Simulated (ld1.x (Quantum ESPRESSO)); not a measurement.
# Transferability test, TM potential for Sn (Z = 50)

```
Element                 : Sn
Generator               : ld1.x (Quantum ESPRESSO) 7.5
Type                    : norm-conserving Troullier–Martins (Kleinman–Bylander form)
Functional              : Wu–Cohen
Relativity              : scalar-relativistic
Frozen core             : [Kr]
Valence charge          : 14
Reference configuration : 4d10 5s2 5p1 (charge +1)
Partial waves           : 5s (bound): rc 1.45 bohr; 5p (bound): rc 1.90 bohr; 4d (bound): rc 1.45 bohr
Local potential         : all-electron potential smoothed inside 1.10 bohr (lloc = -1)
Core correction         : Bessel-smoothed model core inside 1.15 bohr
```

Energies are relative to the spin-unpolarised reference configuration 4d10 5s2 5p1; without spin polarisation the order of configurations can differ from experiment.

**Question.** Give the all-electron excitation energy and the error of the potential for: 4d10 5s2 5p2; 4d10 5s2 5p0; 4d10 5s1 5p0; 4d9 5s2 5p2; 4d10 5s1 5p2; 4d10 5s0 5p4; 4d10 5s2 5p2.3.

**Answer.**

```tsv
valence configuration	charge	ΔE all-electron (eV)	error AE − PS (meV)
4d10 5s2 5p2	0	-6.904	+1.9
4d10 5s2 5p0	+2	13.985	-4.8
4d10 5s1 5p0	+3	45.030	-12
4d9 5s2 5p2	+1	25.735	-170
4d10 5s1 5p2	+1	7.709	-6.3
4d10 5s0 5p4	0	7.370	-30
4d10 5s2 5p2.3	-0.3	-7.754	+2.5
```

Note: ghost states, extra bound levels that the all-electron valence spectrum of the same l lacks: s at -166.5 eV, p at -93.7 eV. A true bound ghost makes a file unfit for plane-wave use.
